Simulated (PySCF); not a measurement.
# MSn for M along the fifth-period p block

r²SCAN with double-zeta basis sets in PySCF, for the lowest determinant that a PBE0 search found; no spin–orbit coupling. De refers to high-spin ground-configuration atoms. A positive dipole means M(−)Sn(+).

```json
{"M": "In", "basis": "def2-SVP", "state (unpaired electrons)": "quartet (σ ↑, π ↑↑)", "Re (Å)": "2.843", "ωe (cm⁻¹)": "148", "De (eV)": "2.15", "μ (D)": "-1.56"}
{"M": "Sn", "basis": "def2-SVP", "state (unpaired electrons)": "triplet (π ↑↑)", "Re (Å)": "2.772", "ωe (cm⁻¹)": "191", "De (eV)": "2.45", "μ (D)": "n/a"}
{"M": "Sb", "basis": "def2-SVP", "state (unpaired electrons)": "doublet (π ↑)", "Re (Å)": "2.646", "ωe (cm⁻¹)": "222", "De (eV)": "2.31", "μ (D)": "1.18"}
{"M": "Te", "basis": "def2-SVP", "state (unpaired electrons)": "singlet (closed shell)", "Re (Å)": "2.543", "ωe (cm⁻¹)": "263", "De (eV)": "4.05", "μ (D)": "2.30"}
{"M": "I", "basis": "def2-SVP", "state (unpaired electrons)": "doublet (π ↑)", "Re (Å)": "2.739", "ωe (cm⁻¹)": "195", "De (eV)": "3.10", "μ (D)": "2.27"}
```

The shortest bond is that of SnTe (2.543 Å), the longest that of InSn (2.843 Å).

The state changes along the series, so neighbouring rows are not always alike in their bonding.

These are scalar-relativistic numbers at best; spin–orbit coupling would shift them, the dissociation energy most. States were picked by a PBE0 search and need not be the measured ground states.
